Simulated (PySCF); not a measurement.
Start geometry of `F[CH2][GeH2][Br]` from a GFN2-xTB structure with every atom displaced at random (by about 0.01 Å) (Å):
```
atom  x, y, z in Å
F1    -1.7667   -0.6426    0.7634
C2    -1.0303    0.2768    0.0515
Ge3    0.8445   -0.3618    0.0152
Br4    2.0496    1.2022   -1.1674
H5    -1.4553    0.3457   -0.9625
H6    -1.1271    1.2574    0.5479
H7     1.0384   -1.6791   -0.6926
H8     1.5019   -0.4177    1.3921
```

Question: What comes out of this run: PBE0-D3(BJ)/def2-SVP geometry optimisation, gas phase (PySCF 2.14.0)?

Answer: 
```
atom  x, y, z in Å
F1    -1.716   -1.038    0.298
C2    -0.986   -0.073   -0.355
Ge3    0.837   -0.053    0.382
Br4    1.923    1.679   -0.702
H5    -0.955   -0.293   -1.435
H6    -1.458    0.914   -0.216
H7     1.597   -1.350    0.075
H8     0.835    0.260    1.885
```

The energy falls by 0.034 eV over 6 energy and gradient evaluations, the largest force component goes from 0.0092 to 4.5e-04 Eh/bohr, and the atoms move by 0.054 Å rms after alignment. The bond that changes most is Ge3–H7 (ends: germanium bonded to Br, C and 2 H; Ge–H hydrogen), which lengthens by 0.027 Å. Bonds longer at the end by more than 0.005 Å: 3 of 7; shorter: 1. Among the angles that change most is Br4–Ge3–H8, from 105.2° to 107.9°. Rotational constants go from 8343, 1126, 1011 to 8094, 1130, 1011 MHz. The orientation of the end geometry is arbitrary; only internal coordinates are fixed.

The run used 112 basis functions and 38 SCF cycles in all. The run took 37 s wall on one thread of an Arm Neoverse V1, shared host with 32 logical CPUs at a one-minute load of 40, and the process peaked at 0.45 GiB of memory.

No frequency check. The numbers are those of one conformer.
